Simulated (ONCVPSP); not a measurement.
**Varying the ONCV potential for Li (Z = 3)**

Base potential:

- Element: Li
- Generator: ONCVPSP 4.0.1
- Type: optimised norm-conserving Vanderbilt (ONCV)
- Functional: BLYP
- Relativity: scalar-relativistic
- Frozen core: [He]
- Valence charge: 1
- Reference configuration: 2p1
- Partial waves: s scattering state at 0.26 Ha: rc 3.15 bohr, ncon 4, nbas 8, qcut 2.1 1/bohr, local; 2p: rc 4.00 bohr, ncon 4, nbas 9, qcut 2.2 1/bohr, 2 projectors, debl 3.1 Ha
- Local potential: the s channel
- Core correction: Teter function, fcfact 4.75, rcfact 1.4

In the s channel the program set the typed energies aside and used 0.050 Ha.

Cutoffs, loose and tight: the cutoffs (Ha) at which the residual kinetic energy of the hardest occupied pseudo-wave falls to 1 and 0.1 mHa per electron. They do not see the model core or the augmentation charge, which bear on the density cutoff. Test errors are all-electron minus pseudo excitation energies from the reference, over the configurations 2s1 2p0; 2s0.5 2p0. A dash means not determined; rows that change the core or the reference have their own tests.

For the base: The cutoffs count occupied waves only; projector 2 of the p channel, the hardest unoccupied one, needs 19 Ha at the loose tolerance.

| change | outcome | cutoff, loose | cutoff, tight | bound ghosts | GHOST(+) flags above zero | largest test error (meV) |
| --- | --- | --- | --- | --- | --- | --- |
| base | generated, projector energies reset by the program | 1.6 Ha | 2.7 Ha | none | p | +40 |
| p: rc 3.2 | generated, projector energies reset by the program | 2.2 Ha | 9.7 Ha | none | p | +46 |
| p: rc 3.56 | generated, projector energies reset by the program | 1.9 Ha | 4.3 Ha | none | p | +43 |
| p: rc 3.84 | generated, projector energies reset by the program | 1.7 Ha | 2.9 Ha | none | p | +41 |
| p: rc 4.4 | generated, projector energies reset by the program | 1.5 Ha | 2.2 Ha | none | p | +37 |
| p: rc 4.64 | generated, projector energies reset by the program | 1.4 Ha | 2.0 Ha | none | p | +36 |
| p: rc 5.04 | generated, projector energies reset by the program | 1.3 Ha | 1.8 Ha | none | p | +34 |
| p: rc 5.88 | generated, projector energies reset by the program | 1.2 Ha | 1.6 Ha | none | p | +33 |

Problem. What comes out with this change to the base: p: rc 2.88?

Solution. outcome: failed: test_data: rc < rc(lloc) for l = 1. Not allowed.. Cause: the input breaks a rule of the program: no channel may have a smaller radius than the local channel.

Problem. What comes out with this change to the base: p: rc 5.5?

Solution. outcome: generated, projector energies reset by the program; cutoff, loose: 1.2 Ha; cutoff, tight: 1.7 Ha; bound ghosts: none; GHOST(+) flags above zero: p; largest test error (meV): +32.

Reading the sweep of the p radius (base included, trends over the rows without a ghost): The loose cutoff falls from 2.2 Ha at 3.2 to 1.2 Ha at 5.88 bohr. A larger radius leaves more room for a smooth pseudo-wave, so fewer plane waves are needed; a smaller one forces it to follow the all-electron wave where it bends sharply. The median size of the test errors (rows with all tests solved) stays near 31.3 meV. The generation fails at 2.88 bohr.
